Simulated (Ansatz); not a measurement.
Cl3F2Ta (`[F][Ta]([F])([Cl])([Cl])[Cl]`). The species carries charge 0 and has multiplicity 1. Ta: def2 effective core potential.

| atom | x (Å) | y (Å) | z (Å) |
| --- | --- | --- | --- |
| F1 | 0.223 | -1.661 | 0.911 |
| Ta2 | 0.008 | -0.029 | 0.072 |
| F3 | 0.060 | 0.725 | 1.787 |
| Cl4 | -2.047 | 0.875 | -0.267 |
| Cl5 | -0.032 | -1.149 | -1.959 |
| Cl6 | 1.789 | 1.239 | -0.543 |

Question: List the harmonic frequencies (cm⁻¹, unscaled) at PBE0-D4/def2-TZVP in Ansatz. (Best estimate.)

Answer: The calculation gave: 71, 81, 150, 164, 176, 208, 279, 368, 413, 420, 652, 704.

Question: Is this a minimum?

Answer: Yes, all 12 modes are real.

Question: Give the ideal-gas thermochemistry at 298.15 K and 1 bar (rigid rotor, harmonic oscillator; point group Cs, symmetry number 1).

Answer: Zero-point energy 22.0 kJ/mol; H(298) − E = 46.6 kJ/mol; entropy 400.7 J/(mol·K), of which translation 181.0, rotation 124.7, vibration 95.0; G(298) − E = -72.8 kJ/mol. Modes under 100 cm⁻¹ are hindered rotations or soft bends, so the harmonic entropy is rough.
